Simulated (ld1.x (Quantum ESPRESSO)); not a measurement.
Results of a calculation; reference values are marked as such.
# Potentials for cobalt compared

Generated with ld1.x 7.5 (TM, RRKJ, ultrasoft, PAW), atompaw 4.2 or ONCVPSP 4.0.1. The cutoff is in Ry: for ld1.x and atompaw files where the sum of valence levels is converged to 10 mRy in a Bessel basis, for ONCV files where the hardest occupied wave has 1 mHa per electron of residual kinetic energy. The error is the largest all-electron minus pseudo excitation energy over each file’s own four to seven test configurations (ionisations up to +4, promotions, holes and added fractions of an electron), all of which were solved. The labels leave out finer settings (local radius, basis sizes, second energies), which also bear on the numbers. Spin-polarised tests are not counted. The rows are a selection from randomly drawn settings: files with unsolved tests, undetermined cutoffs or missed reference levels are left out.

A true bound ghost makes a file unfit for plane-wave use even where its test errors are small: the radial tests pick states by their node count and pass the ghost by.

| potential | cutoff (Ry) | largest error (meV) | bound ghosts |
| --- | --- | --- | --- |
| TM, PBE, scalar-relativistic, rc 2.05/1.20/1.45 (spd), local smoothed, core correction no, reference 3p6 3d7.5 4s1.5 4p0 | 120 | +88 | s |
| TM, revPBE, scalar-relativistic, rc 2.22/0.70/1.48 (spd), local smoothed, core correction no, reference 3p6 3d7 4s1 4p0 | 160 | +65 | s |

(1) Fill in the row for Co: TM, PBE, scalar-relativistic, rc 1.65/3.45/1.40 (spd), local smoothed, core correction no, reference 3d7.5 4s1.5 4p0.

(2) Fill in the row for Co: RRKJ, LDA (PZ), scalar-relativistic, rc 2.35/2.15/1.86 (spd), local s, core correction yes, reference 3d7 4s2 4p0.

(3) Fill in the row for Co: PAW, PBEsol, scalar-relativistic, rc 1.30/1.25/1.00 (spd), local smoothed, core correction yes, reference 3s2 3p6 3d7.5 4s1.5 4p0.

Answers

(1) cutoff 140 Ry, largest error +282 meV, bound ghosts: none.

(2) cutoff 50 Ry, largest error -285 meV, bound ghosts: none.

(3) cutoff 120 Ry, largest error -15 meV, bound ghosts: none.
